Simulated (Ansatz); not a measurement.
Cost and result for the atomization energy of `[AlH2][C@H]1[SiH2][Si@@H]1S` (12 atoms, 12 bonds).

Cartesian coordinates in Å:
```
Al -0.5396 2.0564 -0.6125
C 0.4396 0.5291 0.0323
Si -0.2718 -0.4406 1.5062
Si -0.2365 -1.1123 -0.6164
S 1.1117 -2.5796 -1.3716
H 0.2312 3.3390 -1.1391
H -2.1261 1.9925 -0.6233
H 1.5161 0.7042 0.0074
H 0.7532 -1.0126 2.4136
H -1.3995 0.1630 2.2582
H -1.3509 -1.0336 -1.5901
H 1.8727 -2.6054 -0.2644
```

The species carries charge 0 and has multiplicity 1. The geometry is a stationary point of PBE0-D4/def2-TZVP. It is one conformer, not always the lowest. Program: Ansatz. All runs use 4 threads of an Arm Neoverse V1 on a shared host. Times are those of one run each, without the atoms' runs, and a repeat can differ threefold. Electronic energies, without spin–orbit coupling; frozen cores. CCSD(T)/CBS adds CCSD(T) − MP2 in def2-TZVPP to the MP2 limit, and its time is that of the two runs behind it. T1 = 0.013. B3LYP takes the VWN-RPA correlation (the form of Gaussian; ORCA's B3LYP/G).

CCSD(T)/CBS is a level of theory with its own doubt, some kJ/mol a heavy atom from the limit and from the frozen cores, so smaller differences don't rank the functionals.

```csv
level,functions,wall time
PBE-D4/def2-TZVPP (with forces),297,3.9 s
PBE0-D4/def2-TZVPP,297,5.5 s
r2SCAN-D4/def2-TZVPP (with forces),297,8 s
B3LYP-D4/def2-TZVPP (with forces),297,8.5 s
B2PLYP/def2-TZVPP,297,8.5 s
ωB97X-V/def2-TZVPP,297,14 s
ωB97M-V/def2-TZVPP (with forces),297,19 s
MP2/def2-QZVPP,547,33 s
CCSD(T)/def2-TZVPP,297,3.3 min
CCSD(T)/CBS(def2),–,3.9 min
```

Problem. What atomization energy does each give, and how far from CCSD(T)/CBS? (Estimate.)

Solution. The calculation gave: 
| level | atomization (kJ/mol) | difference from CCSD(T)/CBS | per bond |
| --- | --- | --- | --- |
| PBE-D4/def2-TZVPP (with forces) | 3683.6 | 2.3 | 0.2 |
| PBE0-D4/def2-TZVPP | 3662.1 | -19.2 | -1.6 |
| r2SCAN-D4/def2-TZVPP (with forces) | 3699.6 | 18.3 | 1.5 |
| B3LYP-D4/def2-TZVPP (with forces) | 3654.0 | -27.3 | -2.3 |
| B2PLYP/def2-TZVPP | 3603.4 | -77.9 | -6.5 |
| ωB97X-V/def2-TZVPP | 3711.7 | 30.4 | 2.5 |
| ωB97M-V/def2-TZVPP (with forces) | 3690.4 | 9.1 | 0.8 |
| MP2/def2-QZVPP | 3657.4 | -23.9 | -2.0 |
| CCSD(T)/def2-TZVPP | 3573.0 | -108.3 | -9.0 |
| CCSD(T)/CBS(def2) | 3681.3 | 0.0 | 0.0 |

The D4 term adds +58.3 kJ/mol with B3LYP and +30.8 kJ/mol with PBE0; it sums over pairs of atoms, weighted by their polarisabilities, and B3LYP, whose exchange is more repulsive, gets the larger term. In def2-TZVPP, CCSD(T) changes the Hartree–Fock value by +873.0 kJ/mol (the triples alone add +54.9 kJ/mol) and MP2 by +893.1 kJ/mol; breaking electron pairs costs correlation energy, which Hartree–Fock lacks. From PBE to PBE0 (25 % exact exchange), in def2-TZVPP and without D4, the atomization energy moves by −16.5 kJ/mol: exact exchange takes away binding that semilocal exchange gives to molecules.
